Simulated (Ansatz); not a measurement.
An input meant for AlB₆ (charge 0, doublet).

```yaml
crystal:
  periodic: [false, false, false]
  atoms:
    - {symbol: Al, position_ang: [0.583264, 0.966277, -3.414539]}
    - {symbol: B, position_ang: [-3.107771, 0.956481, 1.069866]}
    - {symbol: B, position_ang: [3.435061, 1.521871, 0.145368]}
    - {symbol: B, position_ang: [2.698006, -1.635397, 1.329969]}
    - {symbol: B, position_ang: [-0.701413, -2.192569, 0.694757]}
    - {symbol: B, position_ang: [-3.166594, -1.077670, -1.718215]}
    - {symbol: B, position_ang: [0.259447, 1.461009, 1.892795]}
basis:
  gaussian: {orbitals: "6-31G*"}
magnetization: {spin_polarized: true, initial_magnetization: 1}
hamiltonian: {xc: {name: revPBE}}
scf: {omitted_lower_state_checks: [starts]}
output: {forces: true}
```

```sh
$ ansatz run in.yaml --threads 2 --pin off --events-out ev --progress --plain --max-ram 32768MiB --backend cpu
```

Shortened log:

```
Functional definition: revPBE
1022 factors; their error is unknown
mean field evaluation 1: about -10615.4973 eV, gradient 1.2e1 eV
mean field evaluation 2: about -10503.8339 eV, gradient 6.2e1 eV
mean field evaluation 4: about -10548.9517 eV, gradient 5.5e1 eV
mean field evaluation 8: about -10619.2565 eV, gradient 7.6e-1 eV
mean field evaluation 16: about -10619.6615 eV, gradient 8.2e-1 eV
mean field evaluation 32: about -10619.7506 eV, gradient 7.4e-2 eV
mean field -10619.75561825 eV, -390.2688206417 hartree, gradient 9.2e-6 eV, S^2 3.448243; 0 other end points of the search recorded, 0 dependent functions left out
reference -10619.75569659 eV, -390.2688235206 hartree; 22, 21 occupied and 87, 88 virtual orbitals, 1022 factors
Total energy: -10619.75569659 eV, -390.2688235206 hartree
Atom 0 at     0.583264     0.966277    -3.414539 Å, force    -0.071277    -0.125566     0.406230 eV/Å
Atom 1 at    -3.107771     0.956481     1.069866 Å, force     0.522183    -0.400661    -0.362444 eV/Å
Atom 2 at     3.435061     1.521871     0.145368 Å, force    -0.494411    -0.659364     0.178402 eV/Å
Atom 3 at     2.698006    -1.635397     1.329969 Å, force    -0.463762     0.742722    -0.292771 eV/Å
Atom 4 at    -0.701413    -2.192569     0.694757 Å, force     0.098814     0.590254    -0.233246 eV/Å
Atom 5 at    -3.166594    -1.077670    -1.718215 Å, force     0.551102     0.303841     0.719070 eV/Å
Atom 6 at     0.259447     1.461009     1.892795 Å, force    -0.142648    -0.451227    -0.415240 eV/Å
Dipole moment:     0.089587     0.121572    -0.391213 e Å
Checks for a lower state left out: starts
```

In this input the geometry is stretched to more than twice its size. The run converged. The result belongs to that input, not to the species as meant.

The 6-31G sets use Cartesian d functions. The charge 0 doublet is spin-contaminated (final ⟨S²⟩ up to 3.45, 0.75 for a pure state).
